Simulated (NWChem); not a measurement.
**Total energies of sulfur tetrafluoride (F₄S)**

SMILES: FS(F)(F)F
```xyz
5

F      0.0000     1.2424     0.6398
S      0.0000     0.0000    -0.3894
F      1.6855     0.0000    -0.2936
F     -1.6855     0.0000    -0.2936
F      0.0000    -1.2424     0.6398
```
Charge 0, spin multiplicity 1.

The numbers come from NWChem runs, not from measurements. Structure: optimised with PBE/def2-SVP, a minimum by its harmonic frequencies.

Basis set: 6-31G* (74 functions).

```
method   total energy (Ha)
-------  -----------------
RHF             -795.12435
MP2             -795.97700
B2PLYP          -797.00227
PBE             -796.91979
B3LYP           -797.45213
TPSS            -797.50127
CCSD(T)         -796.00349
```

Total energies of different functionals aren't comparable as a measure of quality: only differences taken within one method are. 

The correlated methods keep 9 core orbitals frozen. B3LYP has NWChem's definition, with VWN1-RPA local correlation. The Pople sets run with spherical d functions. No row is a measurement; the coupled-cluster row has its own basis-set and correlation limits.
